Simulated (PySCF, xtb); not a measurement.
C2H8O3Sn, SMILES [OH][Sn]([OH])([OH])[CH2]C (connectivity only; charge and spin as stated), charge +1, multiplicity 2. One conformer was computed; it need not be the lowest.

Harmonic wavenumbers (cm⁻¹) from xtb with GFN2-xTB at its own minimum, in rising order: 35, 56, 71, 116, 121, 124, 153, 188, 250, 284, 296, 328, 392, 507, 511, 588, 774, 802, 806, 824, 832, 1010, 1134, 1158, 1300, 1322, 1350, 1423, 2829, 2959, 2980, 2995, 3011, 3517, 3520, 3532.

Problem. What does PBE-D3(BJ)/def2-SVP (PySCF 2.14.0) give at its own minimum? (Estimate from the structure and the level; the computed values follow.)

Solution. 18, 74, 81, 119, 121, 123, 168, 205, 251, 256, 262, 322, 559, 588, 604, 616, 803, 807, 809, 839, 846, 1035, 1071, 1162, 1260, 1311, 1387, 1420, 2851, 3009, 3027, 3094, 3114, 3638, 3639, 3645. Paired by order, the mean absolute difference is 40 cm⁻¹ and the zero-point energies are 60.2 and 61.7 kcal/mol.
